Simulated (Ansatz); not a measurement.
Geometry optimisation, RKS B3LYP-D4/cc-pVDZ in Ansatz.

The input (input.yaml):

```yaml
crystal:
  periodic: [false, false, false]
  atoms:
    - { symbol: B, position_ang: [0.0, 0.0, 0.0] }
    - { symbol: F, position_ang: [0.0, 0.0, 1.67] }
    - { symbol: O, position_ang: [1.2211, 0.0, -0.705] }
    - { symbol: H, position_ang: [1.5209, -0.9519, -0.8599] }
    - { symbol: "N", position_ang: [-1.3423, 0.0, -0.775] }
    - { symbol: H, position_ang: [-2.0112, -0.8164, -0.6764] }
    - { symbol: H, position_ang: [-1.5914, 0.8164, -1.4036] }
    - { symbol: P, position_ang: [-0.2764, 2.079, 0.6969] }
    - { symbol: H, position_ang: [-1.5961, 2.5082, 0.396] }
    - { symbol: H, position_ang: [-0.0678, 2.1402, 2.1001] }
    - { symbol: H, position_ang: [-0.1407, 1.058, 1.6663] }
basis:
  gaussian: { orbitals: cc-pVDZ }
hamiltonian:
  xc: b3lyp
  dispersion: d4
relax:
  f_tol: 0.15
  max_steps: 25
  restrain:
    - { distance: [0, 7], at: 1.91, k: 30.0 }
    - { distance: [10, 1], at: 0.92, k: 30.0 }
    - { distance: [0, 1], at: 2.52, k: 30.0 }
    - { distance: [10, 7], at: 2.62, k: 30.0 }
```

Launched with:

```bash
$ ansatz run input.yaml --threads 2 --pin off --max-ram 3072MiB --backend cpu --events-out ev --progress --plain --runs-dir out
```

Where does it end, and by what steps?

It converged. The restraints hold the end off the free minimum; the threshold counts their pulls, which the force column leaves out. Restrained pairs: B1–P8 (2.21 → 1.93 Å), F2–H11 (1.07 → 0.93 Å), B1–F2 (1.67 → 2.53 Å), P8–H11 (1.41 → 2.62 Å). After 14 steps the energy has fallen by 5.216 eV (the restraints' own energy left out); H10 moved furthest, 0.98 Å.

```tsv
step	energy less start (eV)	largest force component (eV/Å)	accepted
0	0.0000	7.220	yes
1	-2.2420	3.464	yes
2	-3.0900	2.887	yes
3	-3.5774	2.523	yes
4	-4.2913	1.389	yes
5	-4.6658	1.222	yes
6	-4.9012	0.935	yes
7	-5.0553	0.922	yes
8	-5.1413	0.613	yes
9	-5.1987	0.577	yes
10	-5.2087	0.560	yes
11	-5.2082	0.723	yes
12	-5.2044	0.865	no
13	-5.2147	0.527	yes
14	-5.2162	0.547	yes
```

```xyz
11
Properties=species:S:1:pos:R:3
B -0.133 0.599 -0.329
F -0.532 -0.243 2.026
O 1.123 0.038 -0.292
H 1.143 -0.873 -0.614
N -1.246 0.006 -0.955
H -1.261 -0.962 -1.258
H -2.169 0.415 -0.906
P -0.195 2.458 0.181
H -1.465 2.446 0.848
H 0.574 2.360 1.392
H -0.122 0.589 2.016
```

Time of the run: 29 s on 2 threads of Intel(R) Xeon(R) 6975P-C (Granite Rapids) (shared host), peak memory 0.24 GiB.
